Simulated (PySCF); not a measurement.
## Two-component Hartree-Fock for Dy⁴⁸⁺ (dysprosium, charge +48)

Start: [Ar]. Calculated with PySCF 2.14 in an even-tempered Gaussian basis (18 s from 12 bohr⁻², ratio 2.4; 14 p from 16 bohr⁻², ratio 2.4; 4 d from 60 bohr⁻², ratio 2.6; 4 f from 90 bohr⁻², ratio 2.6): generalised Hartree-Fock with the X2C-1e Hamiltonian and a Gaussian nucleus; one run each with spin-orbit coupling (SO) switched off, then screened by Boettger's factors.

```csv
spinor shell,electrons,"ε, spin-free (eV)","ε, screened SO (eV)",weight of nominal j (screened SO),"rms radius, screened SO (bohr)"
1s1/2,2,-57216.6,-57206.3,1.000,0.0240
2s1/2,2,-12185.2,-12182.2,1.000,0.0959
2p1/2,2,-11168.4,-11743.9,1.000,0.0819
2p3/2,4,-11168.4,-10924.7,1.000,0.0882
3s1/2,2,-4691.9,-4691.0,1.000,0.233
3p1/2,2,-4367.8,-4511.2,1.000,0.222
```

Question: Where does 3p3/2 lie, and what is the 3p spin-orbit splitting (screened SO)?

Answer: At -4306.3 eV, 204.93 eV above 3p1/2.

| quantity | spin-free | screened SO |
| --- | --- | --- |
| E (hartree) | -10012.26113 | -10021.00733 |
| M_J | 0 | 0 |
| ⟨J²⟩ | 0.000 | 0.000 |
| ⟨L²⟩ | 0.000 | 0.033 |
| ⟨S²⟩ | 0.000 | 0.033 |

Breit and QED terms are absent; they matter most for the inner s and p1/2 levels.

Densities and radii are taken from the X2C orbitals without a picture-change correction, which distorts them close to the nucleus.

Without spin-orbit coupling the j labels of p, d and f shells carry no meaning; the spin-free column gives the mean over the occupied spinors of each nl shell.
